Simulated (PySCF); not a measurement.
SMILES FC(F)(F)[SiH2]CC(C)(C)C, GFN2-xTB optimised geometry.

```
23

C      1.38     0.74     0.00
C     -0.14     0.74     0.00
C     -0.64     2.19     0.00
C     -0.66     0.04     1.25
C     -0.68     0.05    -1.26
Si    -0.22    -1.78    -1.50
C     -1.06    -2.25    -3.20
F     -0.85    -3.54    -3.53
F     -2.40    -2.08    -3.19
F     -0.60    -1.51    -4.23
H      1.76     1.31     0.85
H      1.77    -0.27     0.07
H      1.77     1.19    -0.91
H     -1.73     2.22     0.01
H     -0.29     2.72    -0.88
H     -0.28     2.72     0.88
H     -0.36     0.59     2.14
H     -0.24    -0.97     1.32
H     -1.74    -0.03     1.24
H     -1.77     0.13    -1.26
H     -0.33     0.61    -2.14
H      1.20    -2.06    -1.73
H     -0.82    -2.72    -0.56
```

Density from B3LYP/def2-SVP in PySCF at that geometry.

Minimum of the electron density along straight lines between bonded atoms, close to the bond critical point (lines longer than 1.1 times the sum of covalent radii, or with two minima, are not listed):

```
bond     length / Å  ρ at the minimum / e bohr⁻³  ∇²ρ there / e bohr⁻⁵  position (fraction from the first atom)
-------  ----------  ---------------------------  --------------------  ---------------------------------------
C1–C2         1.528                        0.247                 -0.57                                     0.50
C2–C3         1.533                        0.245                 -0.56                                     0.50
C2–C4         1.528                        0.247                 -0.57                                     0.50
C2–C5         1.537                        0.239                 -0.53                                     0.49
C5–Si6        1.894                        0.115                  0.29                                     0.62
Si6–C7        1.948                          ___                   ___                                     0.37
C7–F8         1.348                        0.267                 -0.18                                     0.34
C7–F9         1.350                        0.265                 -0.18                                     0.34
C7–F10        1.350                        0.265                 -0.18                                     0.34
C1–H11        1.088                        0.277                 -1.01                                     0.62
C1–H12        1.087                        0.277                 -1.01                                     0.62
C1–H13        1.087                        0.277                 -1.02                                     0.62
C3–H14        1.088                        0.277                 -1.01                                     0.62
C3–H15        1.088                        0.277                 -1.01                                     0.62
C3–H16        1.087                        0.277                 -1.01                                     0.62
C4–H17        1.088                        0.277                 -1.02                                     0.62
C4–H18        1.087                        0.277                 -1.01                                     0.62
C4–H19        1.087                        0.277                 -1.02                                     0.62
C5–H20        1.095                        0.271                 -0.96                                     0.62
C5–H21        1.095                        0.271                 -0.96                                     0.62
Si6–H22       1.463                        0.118                  0.33                                     0.49
Si6–H23       1.463                        0.118                  0.33                                     0.49
```

Some entries are withheld; supply them.


- Si6–C7, ρ at the minimum / e bohr⁻³: 0.107
- Si6–C7, ∇²ρ there / e bohr⁻⁵: 0.31
